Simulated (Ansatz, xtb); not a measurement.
Relative energy of two isomers of C5H6Si

Structure X is `C#CCC#C[SiH3]`, a singlet and structure Y is `C#CC#CC[SiH3]`, a singlet. Both are isolated molecules in the gas phase, relaxed with B3LYP-D3(BJ)/def2-SVP.

X (Å):

```
atom    x (Å)    y (Å)    z (Å)
   C  -3.0031   0.8318  -0.7088
   C  -1.8243   0.5679  -0.7699
   C  -0.3939   0.2498  -0.8500
   C   0.1558  -0.3199   0.3839
   C   0.6153  -0.7938   1.4073
  Si   1.2907  -1.5048   2.9538
   H  -4.0495   1.0643  -0.6499
   H  -0.2219  -0.4560  -1.6836
   H   0.1705   1.1642  -1.1105
   H   0.8312  -2.9138   3.1064
   H   0.8221  -0.7078   4.1221
   H   2.7800  -1.4797   2.9116
```

Y (Å):

```xyz
12

C    -3.7495    1.4345    1.3486
C    -2.6853    0.9644    0.9869
C    -1.4874    0.4340    0.5815
C    -0.4229   -0.0323    0.2085
C     0.8473   -0.6166   -0.1701
Si    1.6103   -1.6509    1.2462
H    -4.6872    1.8490    1.6663
H     1.5710    0.1689   -0.4531
H     0.7298   -1.2716   -1.0520
H     0.6834   -2.7582    1.6071
H     1.8419   -0.7779    2.4293
H     2.9091   -2.2158    0.7768
```

Quicker runs give these differences E(Y) − E(X): GFN2-xTB −1.66 kcal/mol; HF/STO-3G −0.23 kcal/mol (at GFN2-xTB geometries); r2SCAN-D4/def2-SVP −6.55 kcal/mol (at GFN2-xTB geometries).

Q: Estimate E(Y) − E(X) at the level CCSD(T)/def2-SVP + ΔMP2/def2-TZVPP.

A: Too close to call at this level: CCSD(T)/def2-SVP + ΔMP2/def2-TZVPP gives E(Y) − E(X) = +0.42 kcal/mol.

The same difference at several levels:

```json
{"level": "GFN2-xTB", "geometry": "GFN2-xTB", "E(Y) − E(X) (kcal/mol)": "−1.66", "departure from the last row (kcal/mol)": "−2.08", "job, with rough time for the two": "optimisation, 0.14 s"}
{"level": "HF/STO-3G", "geometry": "GFN2-xTB", "E(Y) − E(X) (kcal/mol)": "−0.23", "departure from the last row (kcal/mol)": "−0.65", "job, with rough time for the two": "single point, 0.38 s"}
{"level": "r2SCAN-D4/def2-SVP", "geometry": "GFN2-xTB", "E(Y) − E(X) (kcal/mol)": "−6.55", "departure from the last row (kcal/mol)": "−6.97", "job, with rough time for the two": "single point, 4.8 s"}
{"level": "B3LYP-D3(BJ)/def2-SVP", "geometry": "B3LYP-D3(BJ)/def2-SVP", "E(Y) − E(X) (kcal/mol)": "−5.24", "departure from the last row (kcal/mol)": "−5.66", "job, with rough time for the two": "optimisation, 40 s"}
{"level": "HF/def2-SVP", "geometry": "B3LYP-D3(BJ)/def2-SVP", "E(Y) − E(X) (kcal/mol)": "+2.67", "departure from the last row (kcal/mol)": "+2.25", "job, with rough time for the two": "part of the CCSD(T) run"}
{"level": "MP2/def2-SVP", "geometry": "B3LYP-D3(BJ)/def2-SVP", "E(Y) − E(X) (kcal/mol)": "−2.36", "departure from the last row (kcal/mol)": "−2.78", "job, with rough time for the two": "part of the CCSD(T) run"}
{"level": "CCSD(T)/def2-SVP", "geometry": "B3LYP-D3(BJ)/def2-SVP", "E(Y) − E(X) (kcal/mol)": "−0.65", "departure from the last row (kcal/mol)": "−1.07", "job, with rough time for the two": "single point"}
{"level": "CCSD(T)/def2-SVP + ΔMP2/def2-TZVPP", "geometry": "B3LYP-D3(BJ)/def2-SVP", "E(Y) − E(X) (kcal/mol)": "+0.42", "departure from the last row (kcal/mol)": "", "job, with rough time for the two": "single point, 52 s"}
```

As drawn, both hold the same kinds of bond in the same numbers.

The largest departure from CCSD(T)/def2-SVP + ΔMP2/def2-TZVPP is that of r2SCAN-D4/def2-SVP, 6.97 kcal/mol. A small imaginary or near-zero mode remains, so no thermal terms are given. The last row adds to CCSD(T) the change of the MP2 difference between the two basis sets, here +1.07 kcal/mol.

The correlated steps freeze 10 core orbitals. Run with Ansatz 0.2.0, xtb 6.7.1; the last row on 2 threads of Arm Neoverse V2 on a shared host.
